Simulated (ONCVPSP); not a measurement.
# Logarithmic derivatives: Re, ONCV

ONCVPSP 4.0.1 input, shortened (lines: element, Z, core and valence counts, functional; n l f; lmax; l rc ep ncon nbas qcut; lloc lpopt rc5 dvloc0; l nproj debl; icmod fcfact rcfact), PBE, scalar-relativistic:

```
  Re 75.00   12    3        4      upf
    1    0    2.00
    2    0    2.00
    2    1    6.00
    3    0    2.00
    3    1    6.00
    3    2   10.00
    4    0    2.00
    4    1    6.00
    4    2   10.00
    4    3   14.00
    5    0    2.00
    5    1    6.00
    5    2    5.00
    6    0    1.00
    6    1    1.00
    2
    0    2.55    0.00    5    9    2.30
    1    3.65    0.00    4    8    2.50
    2    1.80    0.00    4    7    5.10
    4    5    1.80    6.00
    0    1    1.00
    1    2    3.60
    2    2    3.90
    2    0.30    1.20
```

The phase is arctan(r·R′/R) of the radial function R(r), unwrapped; energies in Ha, scanned from -2 to 5 Ha. A pole is an energy at which the radial function vanishes at the test radius. The pseudo phase is shifted by a multiple of π to meet the all-electron one at the reference energy, and phase errors are pseudo minus all-electron; the curves can meet again beyond the range given. Levels narrower than the energy grid can be missing from the lists of poles. n/a: not evaluated, since a narrow level or a reset projector energy made the automatic matching unsafe.

| channel | radius (bohr) | reference energy (Ha) | poles, all-electron | poles, pseudo | unbroken range about the reference energy with phases within 0.05 rad | phase error 1 Ha above the reference energy (rad) |
| --- | --- | --- | --- | --- | --- | --- |
| s | 2.58 | -0.26 | 1.01 | 0.76, 2.20 | below 0.7 | -0.049 |
| p | 3.70 | -0.08 | 0.42, 2.55 | 0.39, 2.36, 4.35 | n/a | n/a |
| d | 1.83 | -0.25 | 1.06 | 1.06 | the whole range | +0.000 |

Phases in the s channel:

```tsv
E (Ha)	all-electron	pseudo
-1.98	1.274	1.265
-1.80	1.246	1.236
-1.62	1.210	1.199
-1.44	1.162	1.150
-1.26	1.094	1.081
-1.08	0.993	0.978
-0.90	0.828	0.810
-0.72	0.531	0.512
-0.54	0.012	-0.001
-0.36	-0.587	-0.589
-0.18	-0.980	-0.980
0.00	-1.195	-1.200
0.18	-1.323	-1.333
0.36	-1.406	-1.424
0.54	-1.466	-1.495
0.72	-1.512	-1.558
0.90	-1.550	-1.629
1.08	-1.584	-1.737
1.26	-1.615	-2.071
1.44	-1.645	-3.986
1.62	-1.677	-4.483
1.80	-1.713	-4.602
1.98	-1.756	-4.662
2.16	-1.811	-4.705
2.34	-1.888	-4.740
2.52	-2.010	-4.774
2.70	-2.232	-4.811
2.88	-2.697	-4.854
3.06	-3.452	-4.913
3.24	-3.987	-5.004
3.42	-4.242	-5.177
3.60	-4.375	-5.625
3.78	-4.456	-6.667
3.96	-4.510	-7.295
4.14	-4.550	-7.519
4.32	-4.580	-7.625
4.50	-4.604	-7.687
4.68	-4.623	-7.729
4.86	-4.640	-7.760
```
